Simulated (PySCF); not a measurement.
# `C1=C[C@H](C#C)[C@H]1NC=O`, C₇H₇NO

Molfile (atoms numbered from 1):
```
C7H7NO
     RDKit          3D

 16 16  0  0  0  0  0  0  0  0999 V2000
    2.7639   -0.9636   -1.2686 C   0  0  0  0  0  0  0  0  0  0  0  0
    1.8815   -0.7901   -0.4784 C   0  0  0  0  0  0  0  0  0  0  0  0
    0.8248   -0.5487    0.4709 C   0  0  1  0  0  0  0  0  0  0  0  0
    1.0927    0.4943    1.5363 C   0  0  0  0  0  0  0  0  0  0  0  0
    0.0941    1.2875    1.1647 C   0  0  0  0  0  0  0  0  0  0  0  0
   -0.3228    0.4195    0.0028 C   0  0  2  0  0  0  0  0  0  0  0  0
   -1.6577   -0.1088    0.0178 N   0  0  0  0  0  0  0  0  0  0  0  0
   -2.4594   -0.0884   -1.0659 C   0  0  0  0  0  0  0  0  0  0  0  0
   -2.1649    0.3606   -2.1430 O   0  0  0  0  0  0  0  0  0  0  0  0
    3.5316   -1.1304   -1.9635 H   0  0  0  0  0  0  0  0  0  0  0  0
    0.4473   -1.4979    0.8602 H   0  0  0  0  0  0  0  0  0  0  0  0
    1.8591    0.5422    2.2870 H   0  0  0  0  0  0  0  0  0  0  0  0
   -0.3021    2.2195    1.5228 H   0  0  0  0  0  0  0  0  0  0  0  0
   -0.1570    0.8504   -0.9872 H   0  0  0  0  0  0  0  0  0  0  0  0
   -1.9921   -0.4962    0.8862 H   0  0  0  0  0  0  0  0  0  0  0  0
   -3.4465   -0.5410   -0.8534 H   0  0  0  0  0  0  0  0  0  0  0  0
  1  2  3  0
  2  3  1  0
  3  4  1  0
  4  5  2  0
  5  6  1  0
  6  7  1  0
  7  8  1  0
  8  9  2  0
  6  3  1  0
  1 10  1  0
  3 11  1  1
  4 12  1  0
  5 13  1  0
  6 14  1  6
  7 15  1  0
  8 16  1  0
M  END
```

Method used: TDDFT CAM-B3LYP/def2-SVPD circular dichroism and optical rotation, one conformer, gas phase (PySCF). Geometry: GFN2-xTB.

The molecule is flexible and this is one conformer; a measurement averages over conformers.

Draw the ECD and absorption spectra from the lowest 8 states, each a Gaussian of half-width 0.3 eV at 1/e height.


```tsv
E (eV)	λ (nm)	Δε (L mol⁻¹ cm⁻¹)	ε (L mol⁻¹ cm⁻¹)
5.25	236	+0.22	6.75
5.35	232	+0.60	18.4
5.45	228	+1.31	40.2
5.55	223	+2.28	71.1
5.65	219	+3.17	104
5.75	216	+3.50	135
5.85	212	+2.99	177
5.95	208	+1.79	264
6.05	205	+0.28	432
6.15	202	-1.23	682
6.25	198	-2.55	999
6.35	195	-3.41	1390
6.45	192	-3.26	1890
6.55	189	-1.28	2540
6.65	186	+3.11	3280
6.75	184	+9.39	4060
6.85	181	+15.66	4900
6.95	178	+19.42	5720
```
Δε uses R in velocity form, ε uses f in length form. Only the states computed contribute, so the short-wavelength end is incomplete.
